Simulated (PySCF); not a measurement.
Two-dimensional NMR puzzle

Compound of formula C2H11NO3Si3. Correlations simulated from computed shifts and the bond graph:

HSQC (one-bond C–H):
| δH | δC |
| --- | --- |
| 2.80 | 28.2 |
| 0.31 | 2.6 |

COSY cross peaks (H two or three bonds apart, from the bond graph; peaks can be absent where the dihedral angle is near 90°):
| δH | δH |
| --- | --- |
| 5.29 | 0.31 |
| 5.13 | 5.12 |

HMBC (two and three bonds, from the bond graph):
| δH | δC |
| --- | --- |
| 5.29 | 2.6 |
| 5.03 | 28.2 |

Level of theory: PBE0/pcSseg-1 with gauge-including orbitals, GFN2-xTB geometry, in PySCF 2.14 (gas phase, rapidly exchanging positions averaged, relativity neglected, single conformer).

Chemical shifts δ = σref − σ; 1H and 13C vs TMS, all at this level.

Exchangeable hydrogens are left out of these lists.

Task: Which molecule is this?

Result: SMILES CN[Si@@H]1O[SiH2]O[Si@H](C)O1.

Structure with atom numbers: `[CH3:1][NH:2][Si@@H:3]1[O:4][SiH2:5][O:6][Si@H:7]([CH3:8])[O:9]1`; H(Xn) means a hydrogen on atom n. Ha(Si5) is cis to N2 on the ring; Hb(Si5) is trans to N2 on the ring.

- δC 28.2 is C1, a methyl carbon bonded to N (δH 2.80).
- δC 2.6 is C8, a methyl carbon bonded to Si (δH 0.31).
- COSY links 5.29–0.31, 5.13–5.12.

The shifts were computed for this structure.

Exchangeable OH/NH protons stand at their gas-phase positions; hydrogen bonding in a real sample shifts them, mostly to higher δ. Shifts are as computed. Against solution values, carbons near 30 ppm lie about +3 ppm off and those near 130 ppm about +5 ppm. Of 1211 compounds with measured shifts, 218 miss one by over three times the rms of a fit or turn the order of signals round; such compounds aren't used in these exercises.
